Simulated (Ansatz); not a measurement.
Cu2O2⁻. The state is a doublet with charge -1. Geometry PBE0-D4/def2-SVPD; atoms count from 1.

```csv
atom,x (Å),y (Å),z (Å)
Cu1,-0.2781,0.5404,0.1360
Cu2,0.9793,-1.6033,-0.3957
O3,-0.7192,-1.1499,-0.3547
O4,0.0180,2.2128,0.6144
```

The structure comes from a short search, and lower isomers may exist.

(1) Estimate the Mulliken populations from the PBE0/def2-TZVPD orbitals of Ansatz.

(2) Where does the spin sit?

(3) And the Mayer bond orders between heavy atoms (over 0.3)?

Answers

(1) 
```csv
atom,charge (e),spin (α − β),d electrons
Cu1,-0.04,0.07,9.52
Cu2,0.49,-0.04,9.77
O3,-0.86,0.07,–
O4,-0.59,0.90,–
```
Mulliken values depend strongly on the basis. With diffuse functions, as here, like atoms can get unlike values, and bond orders can come out too low or too high.

(2) Summed by element: Cu 0.03, O 0.97, of 1 unpaired in all. Largest on single atoms: O4 0.90, O3 0.07, Cu1 0.07.

(3) Cu1–Cu2 0.30 (2.54 Å); Cu1–O3 0.65 (1.81 Å); Cu1–O4 0.94 (1.76 Å); Cu2–O3 0.95 (1.76 Å).
